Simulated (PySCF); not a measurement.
**Working out the ionisation energy of Fe⁺**

Fe⁺ [Ar] 3d6 4s1 (6D) → Fe²⁺ [Ar] 3d6 (5D). Calculation: PySCF 2.14, in ANO-RCC-VTZP (6s5p3d2f1g, 59 functions); the spin-free X2C one-electron Hamiltonian (Gaussian nucleus). Frozen: [Ne]. Energies in hartree (1 hartree = 27.21139 eV):

```json
{"part": "UHF", "Fe⁺ (lower)": "-1271.110205", "Fe²⁺ (upper)": "-1270.546510"}
{"part": "MP2 opposite-spin", "Fe⁺ (lower)": "-0.287743", "Fe²⁺ (upper)": "-0.275458"}
{"part": "MP2 same-spin", "Fe⁺ (lower)": "-0.165733", "Fe²⁺ (upper)": "-0.152047"}
```

What does Hartree-Fock give?

(-1270.546510) − (-1271.110205) = 0.563695 hartree = 15.339 eV.

What do MP2 and SCS-MP2 (6/5 opposite-spin, 1/3 same-spin) give?

The opposite-spin parts differ by 0.334 eV and the same-spin parts by 0.372 eV. MP2: 15.339 + (0.334) + (0.372) = 16.045 eV. SCS-MP2: 15.339 + 1.2 × (0.334) + (0.372)/3 = 15.864 eV.

A first-order spin-orbit estimate adds -0.001 eV to MP2 (valence and next inner shell), giving 16.044 eV against 16.199 eV (measured; NIST Atomic Spectra Database, ionization energies).

What remains against the reference includes basis incompleteness, the frozen core and correlation beyond second order.
